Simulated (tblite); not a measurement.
C6H3BrO2P2.
Cartesian coordinates in Å at the GFN2-xTB level; atoms count from 1:
```
atom  x, y, z in Å
O1    -1.1800    2.4524   -1.7158
C2    -1.4416    1.4411   -1.1103
C3    -0.3796    0.6573   -0.4684
P4     1.1501    1.4767   -0.7749
C5     2.2865    0.4333    0.0391
C6     2.0406   -0.7185    0.7312
Br7    3.5504   -1.6263    1.5095
P8     0.5413   -1.5700    1.0635
C9    -0.6083   -0.5205    0.2441
C10   -1.9352   -1.1178    0.4400
O11   -2.0525   -2.1408    1.0704
H12   -2.4788    1.0852   -1.0264
H13    3.3176    0.7645   -0.0282
H14   -2.8111   -0.6170    0.0040
```

Computed with GFN2-xTB (tblite): harmonic, unscaled wavenumbers at the GFN2-xTB geometry, gas phase. Errors from tens to a few hundred cm⁻¹ against measured bands are possible. One conformer, not necessarily the lowest. The optimisation stopped once no atom felt more than 0.01 eV/Å.

Lowest wavenumbers of the output (negative numbers stand for imaginary wavenumbers):
```
mode    cm-1
  1     -29.7
  2      41.4
  3      59.2
  4      83.3
  5     127.7
  6     182.9
  7     195.8
  8     228.8
  9     240.9
 10     295.8
 11     331.9
 12     386.2
 13     406.9
 14     444.3
 15     494.8
```

Is this structure a minimum?

Not by this Hessian. 1 mode is imaginary beyond 20i (30i cm⁻¹), so at this level the point lies at or near a first-order saddle. The curvature is small, so loose convergence or finite differences may be the whole cause.

Which atoms move in the imaginary mode?

30i: C2 (aldehyde carbon) 24 %, H12 (formyl hydrogen) 21 %, H14 (formyl hydrogen) 17 %, C10 (aldehyde carbon) 17 %. These are shares of the mass-weighted motion.

What is the remedy?

Step along that mode in both directions, optimise again with tighter thresholds and repeat the frequencies. The zero-point energy of this point (45.5 kcal/mol) counts the 35 real modes alone, and thermal corrections from it aren't those of a minimum.
